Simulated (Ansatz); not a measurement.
Geometry optimisation, Ansatz, RKS B3LYP-D4/def2-mTZVP.

The input (input.yaml):

```yaml
crystal:
  periodic: [false, false, false]
  atoms:
    - { symbol: Ga, position_ang: [-0.059357, 0.470334, -0.534973] }
    - { symbol: "N", position_ang: [-0.027258, 0.096636, 2.552039] }
    - { symbol: H, position_ang: [-0.807688, -0.29936, 3.066228] }
    - { symbol: H, position_ang: [0.82694, -0.113588, 3.058321] }
    - { symbol: H, position_ang: [1.412242, 0.072497, -0.859339] }
    - { symbol: H, position_ang: [-1.415893, -0.239422, -0.821624] }
    - { symbol: Br, position_ang: [-0.294607, 2.718834, 0.284623] }
    - { symbol: H, position_ang: [-0.143879, 1.12587, 2.527927] }
basis:
  gaussian: { orbitals: def2-mTZVP }
hamiltonian:
  xc: b3lyp
  dispersion: d4
relax:
  f_tol: 0.03
  max_steps: 50
output:
  orbitals: {}
```

Run as:

```bash
$ ansatz run input.yaml --threads 2 --pin off --max-ram 3072MiB --backend cpu --events-out ev --progress --plain --runs-dir out
```

Task: Where does it end, and by what steps?

Result: It converged. After 7 steps the energy has fallen by 0.709 eV; Ga1 moved furthest, 0.57 Å. Joined: Ga1–N2 (3.11 → 2.16 Å).

| step | energy less start (eV) | largest force component (eV/Å) | accepted |
| --- | --- | --- | --- |
| 0 | 0.0000 | 0.810 | yes |
| 1 | -0.2193 | 0.533 | yes |
| 2 | -0.4770 | 0.452 | yes |
| 3 | -0.6365 | 0.899 | yes |
| 4 | -0.6966 | 0.598 | yes |
| 5 | -0.7032 | 0.185 | yes |
| 6 | -0.7089 | 0.063 | yes |
| 7 | -0.7095 | 0.017 | yes |

```xyz
8
Properties=species:S:1:pos:R:3
Ga -0.063 0.460 0.036
N -0.034 0.205 2.176
H -0.795 -0.372 2.527
H 0.840 -0.179 2.527
H 1.390 0.016 -0.359
H -1.393 -0.276 -0.355
Br -0.312 2.837 0.153
H -0.144 1.140 2.566
```

Time of the run: 30 s on 2 threads of Arm Neoverse V1, on a shared host, peak memory 0.25 GiB.
